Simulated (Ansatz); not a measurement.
`C[CH2][InH][OH]` + H₂ → `C[CH2][InH2]` + H₂O at 298.15 K and 1 bar (hydrogenolysis of the In–O bond).

Program: Ansatz. Geometries: PBE0-D4/def2-TZVP. ΔE: electronic, gas phase. CCSD(T)/CBS adds triple-zeta CCSD(T) − MP2 to the extrapolated MP2 energy (def2 sets, frozen cores). This one scheme is used for every species. Elements past krypton have def2 core potentials. For In outer-core shells are correlated without core-valence functions, which leaves a few kJ/mol of doubt a bond. One conformer a species, not always the lowest.

```json
{"species": "`C[CH2][InH][OH]`", "CCSD(T)/CBS energy (Eh)": "-345.30932", "H − E (kJ/mol)": "240.7", "S (J/(mol·K))": "362.7"}
{"species": "H₂", "CCSD(T)/CBS energy (Eh)": "-1.17544", "H − E (kJ/mol)": "35.1", "S (J/(mol·K))": "130.4"}
{"species": "`C[CH2][InH2]`", "CCSD(T)/CBS energy (Eh)": "-270.09414", "H − E (kJ/mol)": "216.8", "S (J/(mol·K))": "328.9"}
{"species": "H₂O", "CCSD(T)/CBS energy (Eh)": "-76.37941", "H − E (kJ/mol)": "66.4", "S (J/(mol·K))": "188.7"}
```

H − E and S are ideal-gas, rigid-rotor, harmonic terms from PBE0-D4/def2-TZVP, for one conformer and one mirror image of each species. The MP2-based limit puts H₂ 0.8 mEh under its directly extrapolated value; such offsets cancel only in part. 1 Eh = 2625.50 kJ/mol, R = 8.31446 J/(mol·K).

Question: By hand: ΔE, ΔH, ΔS and ΔG.

Answer: ΔE = (-270.09414) + (-76.37941) − (-345.30932) − (-1.17544) = 0.01121 Eh = 29.4 kJ/mol. Δ(H − E) = 216.8 + 66.4 − 240.7 − 35.1 = 7.4, so ΔH = 36.8 kJ/mol. ΔS = 328.9 + 188.7 − 362.7 − 130.4 = 24.5 J/(mol·K). ΔG = 36.8 − 298.15 × (24.5)/1000 = 29.5 kJ/mol.

Question: By hand: the equilibrium constant, and the temperature at which ΔG would vanish if ΔH and ΔS stayed fixed.

Answer: log₁₀ K = −ΔG/(RT ln 10) = -5.2. ΔG = 0 at ΔH/ΔS = 1502 K.

ΔH outweighs TΔS. A doubt of 5 kJ/mol in ΔE shifts log₁₀ K by 0.9 here. Other conformers and mirror images would add mixing entropy, several J/(mol·K) or more a flexible species. Modes under 60 cm⁻¹, often nearly free rotors, make the harmonic entropy too high. These are equilibria of isolated gas molecules and say nothing of rates. Largest T1 diagnostic: 0.014 (customary marks: 0.02 for closed shells, 0.045 for open ones).
